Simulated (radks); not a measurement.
Values are calculated unless marked as measured or tabulated.
Species: the neon ion Ne2+. Configuration: [He] 2s2 2p4.

Code: a radial shooting solver on a logarithmic mesh with Libxc functionals. Model: non-relativistic Kohn-Sham, r2SCAN, spin-polarised, spherical densities, point nucleus; open shells are filled with parallel spins first; meta-GGA in the generalised Kohn-Sham scheme.

Energy parts (eV):
| part | energy |
|---|---|
| total | -3444.578 |
| kinetic | 3438.398 |
| electron-nucleus | -7970.679 |
| Hartree | 1394.376 |
| exchange-correlation | -306.673 |

Orbitals (lengths in bohr, moments of r in powers of bohr; <r^-3> diverges for s and p1/2):
\begin{tabular}{lrrrrr}
orbital & occ. & eigenvalue (eV) & <1/r> & <r^4> & <r^-3> \\ \hline
1s up & 1 & -888.5082 & 9.599 & 0.002986 & - \\
1s down & 1 & -885.8029 & 9.622 & 0.002927 & - \\
2s up & 1 & -82.5433 & 1.777 & 1.193 & - \\
2s down & 1 & -76.6330 & 1.728 & 1.329 & - \\
2p up & 3 & -58.1664 & 1.655 & 1.401 & 14.81 \\
2p down & 1 & -51.6302 & 1.601 & 1.719 & 13.85 \\
\end{tabular}

The highest occupied level is 2p down at -51.630 eV. Summed over all electrons, <r^2> = 4.994 bohr^2, which gives a Langevin (diamagnetic) susceptibility term of -3.96 x 10^-6 cm^3/mol. The spin density at the nucleus is 0.012 e/bohr^3 (1s -1.272, 2s 1.284), a Fermi contact field of 0.619 T. The electron density at the nucleus is 626.1 e/bohr^3.
